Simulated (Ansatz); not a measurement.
Ideal-gas functions of ClFHOSc (`[OH][Sc]([F])[Cl]`) at 500 K and 1 bar, from an Ansatz frequency run at PBE0-D4/def2-TZVP.

Molar mass 116.41 g/mol, point group Cs (symmetry number 1), electronic degeneracy 1, moments of inertia 92.777, 202.841, 295.618 u Å². Harmonic wavenumbers (cm⁻¹, unscaled): 87, 122, 160, 205, 413, 415, 690, 770, 3995.

Use S(trans) = R[1.5 ln M + 2.5 ln T − 1.1517]; rotational temperatures θ = 24.2544 K / I; S(rot) = R[ln(√π/σ · √(T³/θAθBθC)) + 1.5]; for each mode x = 1.438777 ν̃/T, S = R[x/(eˣ − 1) − ln(1 − e⁻ˣ)] and H = RT x/(eˣ − 1); 1 cm⁻¹ = 0.0119627 kJ/mol; R = 8.31446 J/(mol·K).

**Question.** By hand: the entropy, in J/(mol·K).

**Answer.** Translation 178.9. Rotation: θ = 0.2614, 0.1196, 0.082 K, giving 119.5. Vibration, mode by mode: 19.85, 17.06, 14.84, 12.82, 7.35, 7.32, 3.86, 3.22, 0.00, in all 86.3. Electronic 0.0. Sum 384.7 J/(mol·K).

**Question.** By hand: H − E and G − E in kJ/mol, counted from the electronic energy.

**Answer.** Zero-point energy ½ × 6857 × 0.0119627 = 41.0; thermal vibration 20.2; translation, rotation and pV give 4 RT = 16.6. H − E = 77.8 kJ/mol, and G − E = 77.8 − 500 × 384.7/1000 = -114.5 kJ/mol.

Vibration gives 22 % of the entropy, 36.9 J/(mol·K) of it from the modes under 150 cm⁻¹: soft modes count most, and the harmonic formula is weakest for them. The sum counts one conformer and one mirror image; others add a mixing term.
